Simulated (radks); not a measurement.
Species: Co III. Configuration: [Ar] 3d5 4s2 (not the ground configuration). All-electron calculation, scalar-relativistic Kohn-Sham, r2SCAN, spin-unpolarised, spherical densities, finite nucleus; meta-GGA in the generalised Kohn-Sham scheme; Fermi nuclear charge, rms radius 3.7875 fm. Program: a radial shooting solver on a logarithmic mesh with Libxc functionals.

Unscreened Slater integrals over Kohn-Sham orbitals (hartree).

F0(4s,4s): 0.40264
F0(4s,3d): 0.50495
G2(4s,3d): 0.054775
F0(4s,3p): 0.51228
G1(4s,3p): 0.034684
F0(4s,3s): 0.51436
G0(4s,3s): 0.025094
F0(3d,3d): 1.0185
F2(3d,3d): 0.47962
F4(3d,3d): 0.30014
F0(3d,3p): 1.0706
F2(3d,3p): 0.51263
G1(3d,3p): 0.63141
G3(3d,3p): 0.38637
F0(3d,3s): 1.0914
G2(3d,3s): 0.48295
F0(3p,3p): 1.1362
F2(3p,3p): 0.57113
F0(3p,3s): 1.1587
G1(3p,3s): 0.76969
F0(3s,3s): 1.1834

Derived for the open shells (J is the average intra-shell exchange parameter used in DFT+U). 3d: Racah B = F2/49 - 5 F4/441 = 0.006385 hartree, C = 35 F4/441 = 0.02382 hartree, C/B = 3.73, F4/F2 = 0.626, J = (F2 + F4)/14 = 0.05570 hartree.
